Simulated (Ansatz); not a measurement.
# Computed against measured: atomisation enthalpy at 298 K

8 molecules holding an element from Na to Cl; the atomisation enthalpy at 298 K in kJ/mol, computed less measured. Shapes, held fixed at every level: PBE0-D4/def2-TZVP. Flexible molecules stand in one conformer, not always the lowest. Thermal terms are harmonic and unscaled (PBE0-D4/def2-TZVP); the spin-orbit lowering of the free atoms is taken from their spectra. Programs: Ansatz 0.2.0. Measured values: Active Thermochemical Tables, CRC Handbook of Chemistry and Physics, NIST-JANAF tables.

Levels: A = B3LYP-D4/def2-TZVPP; B = MP2/def2-TZVPP; C = CCSD(T)/def2-SVP.

```
                                molecule  from tabulated heats    A    B     C
                          Cl2 (chlorine)                   243  -14   -9   -76
              SF4 (sulfur tetrafluoride)                  1358  -22  +40  -297
               C2H3ClO (acetyl chloride)                  2700   -6    0  -141
C2Cl3F3 (1,1,2-trichlorotrifluoroethane)                  2753  -46  +75  -188
            C2H4Cl2 (1,2-dichloroethane)                  2678  -20  -25  -158
              C2HCl5 (pentachloroethane)                  2400  -49  +51  -198
              C2H6O3S (dimethyl sulfite)                  4250  -32  -34  -423
                  C4H9Cl (SMILES CCCCCl)                  5105  -10  -69  -217
```

Problem. Sum up the errors.

Solution. 
```json
{"level": "B3LYP-D4/def2-TZVPP", "kind": "global hybrid", "mean error": "-24.9", "mean absolute error": "24.9", "worst case": "C2HCl5"}
{"level": "MP2/def2-TZVPP", "kind": "perturbation theory", "mean error": "+3.6", "mean absolute error": "37.9", "worst case": "C2Cl3F3"}
{"level": "CCSD(T)/def2-SVP", "kind": "coupled cluster or CI", "mean error": "-212.2", "mean absolute error": "212.2", "worst case": "C2H6O3S"}
```

On this set B3LYP-D4/def2-TZVPP has the smallest mean absolute error and CCSD(T)/def2-SVP the largest. B3LYP-D4/def2-TZVPP is too low in 8 of 8; CCSD(T)/def2-SVP is too low in 8 of 8. The heats of C2Cl3F3, C4H9Cl come from older tables and can be uncertain by 10 kJ/mol or more. The tabulated values of SF4, C2HCl5 are in doubt (older tables, estimates, or at odds with other calculations) and kept here. Over the 6 molecules whose values aren't doubted the mean absolute errors are A 21.3; B 35.3; C 200.5. Correlated wave functions converge slowly with the basis. The set is small.
